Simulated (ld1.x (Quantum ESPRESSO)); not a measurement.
B: excitation energies, all-electron against TM

```json
{"Element": "boron", "Generator": "ld1.x (Quantum ESPRESSO) 7.5", "Type": "norm-conserving Troullier–Martins (Kleinman–Bylander form)", "Functional": "LDA (PZ)", "Relativity": "scalar-relativistic", "Frozen core": "none", "Valence charge": "5", "Reference configuration": "1s2 2s2 2p1", "Partial waves": "2p (bound): rc 3.15 bohr; 1s (bound): rc 0.40 bohr", "Local potential": "the s channel", "Core correction": "none"}
```

Occupied shells without a wave of their own: 2s. They enter only through the test configuration that unscreens the potential.

Energies are relative to the spin-unpolarised reference configuration 1s2 2s2 2p1; without spin polarisation the order of configurations can differ from experiment. Spin-polarised rows fill each open shell by Hund’s rule, majority spin first.

```json
{"valence configuration": "1s2 2s2 2p0", "charge": "+1", "ΔE all-electron (eV)": "8.327", "error AE − PS (meV)": "+97"}
{"valence configuration": "1s2 2s1 2p0", "charge": "+2", "ΔE all-electron (eV)": "33.631", "error AE − PS (meV)": "+399"}
{"valence configuration": "1s2 2s2 2p0.5", "charge": "+0.5", "ΔE all-electron (eV)": "2.943", "error AE − PS (meV)": "+16"}
{"valence configuration": "1s2 2s1 2p1", "charge": "+1", "ΔE all-electron (eV)": "14.283", "error AE − PS (meV)": "+118"}
{"valence configuration": "1s2 2s2 2p1.3", "charge": "-0.3", "ΔE all-electron (eV)": "-0.772", "error AE − PS (meV)": "+1.5"}
{"valence configuration": "1s2 2s0 2p3", "charge": "0", "ΔE all-electron (eV)": "11.401", "error AE − PS (meV)": "+87"}
{"valence configuration": "1s2 2s2 2p1 (spin-polarised)", "charge": "0", "ΔE all-electron (eV)": "-0.235", "error AE − PS (meV)": "+6.1"}
{"valence configuration": "1s2 2s1 2p0 (spin-polarised)", "charge": "+2", "ΔE all-electron (eV)": "32.903", "error AE − PS (meV)": "+393"}
```

Task: What are ΔE and the potential's error for 1s2 2s0 2p0?

Result: ΔE = 70.809 eV all-electron; the error (AE − PS) is +821 meV.

Levels in the configuration 1s2 2s2 2p1 (spin-polarised):

```csv
level,all-electron (eV),pseudo (eV)
1s up,-178.639,-178.655
2s up,-9.782,-9.731
2p up,-4.075,-4.092
1s down,-178.314,-178.519
2s down,-8.735,-8.654
```

These tests converged, but a pseudo level misses the all-electron one widely, so the file describes the atom poorly there or has found another state: 1s2 2s0 2p0: empty 2p by 10.2 eV. The 2s level has no wave, so the channel is fitted at the deeper level alone: the likely source of the large errors.
